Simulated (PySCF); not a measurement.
Isomers of C8H8O, one GFN2-xTB conformer each. Single-point energies are computed at PBE0/pcSseg-1 (PySCF, gas phase, no added dispersion term), electronic only.

Question: Rank them by PBE0/pcSseg-1 energy, lowest first (kcal/mol).
A. `[CH:1]#[C:2][c:3]1[o:4][cH:5][cH:6][c:7]1[CH2:8][CH3:9]` with C6–C7–C8–C9 91°
B. `CC#C[C@H]1C=CC(=O)C1`

Answer: B (0.0), A (6.9).

As drawn, the lower has a C=O bond and a C=C bond outside aromatic rings, which the higher lacks; the higher has an aromatic ring, which the lower lacks. GFN2-xTB itself gives, in the same order: 6.4, 0.0. GFN2-xTB puts C#Cc1occc1CC lowest instead.

Which frontier levels, dipoles and rotational constants go with these structures?

```json
{"SMILES": "CC#C[C@H]1C=CC(=O)C1", "HOMO (eV, PBE0/pcSseg-1)": "-7.10", "LUMO (eV)": "-1.45", "dipole (D)": "3.93", "A, B, C (MHz)": "4290, 811.2, 755.5"}
{"SMILES": "C#Cc1occc1CC", "HOMO (eV, PBE0/pcSseg-1)": "-6.30", "LUMO (eV)": "-0.66", "dipole (D)": "1.38", "A, B, C (MHz)": "1867, 1838, 996.8"}
```
